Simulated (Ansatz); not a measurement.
Consider the substitution at a C–B bond: `CB(C)[SiH2]Cl` + `CNN` → `CNNC` + `CB[SiH2]Cl`.

Isolated molecules relaxed with PBE0-D4/def2-TZVP in Ansatz; ΔE leaves out vibrations. CCSD(T)/CBS is the MP2 limit (def2-TZVPP, def2-QZVPP) plus CCSD(T) − MP2 in def2-TZVPP, frozen cores. DFT in def2-TZVPP. B3LYP here is the variant with VWN-RPA as its local correlation; programs differ in this. Each species was taken in one conformer, which may not be the lowest.

| level | ΔE (kJ/mol) | difference from CCSD(T)/CBS |
| --- | --- | --- |
| PBE-D4 | 83.4 | 1.6 |
| r2SCAN-D4 | 84.0 | 2.2 |
| PBE0-D4 | 83.3 | 1.5 |
| B3LYP-D4 | 80.6 | -1.2 |
| ωB97X-V | 78.2 | -3.6 |
| ωB97M-V | 82.8 | 1.0 |
| B2PLYP | 79.9 | -1.9 |
| PBE | 82.0 | 0.2 |
| r2SCAN | 83.5 | 1.7 |
| PBE0 | 81.9 | 0.1 |
| B3LYP | 78.5 | -3.3 |
| HF/def2-TZVPP | 71.9 | -9.9 |
| MP2/def2-TZVPP | 83.5 | 1.7 |
| SCS-MP2/def2-TZVPP | 78.7 | -3.1 |
| CCSD/def2-TZVPP | 79.4 | -2.4 |
| CCSD(T)/def2-TZVPP | 80.0 | -1.8 |
| HF/def2-QZVPP | 71.7 | -10.1 |
| MP2/def2-QZVPP | 84.5 | 2.7 |
| SCS-MP2/def2-QZVPP | 79.8 | -2.0 |
| HF/CBS(def2) | 71.7 | -10.1 |
| MP2/CBS(def2) | 85.4 | 3.6 |
| CCSD/CBS(def2) | 81.2 | -0.6 |
| CCSD(T)/CBS | 81.8 | 0 |

Largest T1 diagnostic among the species: 0.010.

In def2-TZVPP, CCSD(T) changes the Hartree–Fock value by +8.1 kJ/mol (the triples alone add +0.6 kJ/mol) and MP2 by +11.6 kJ/mol.
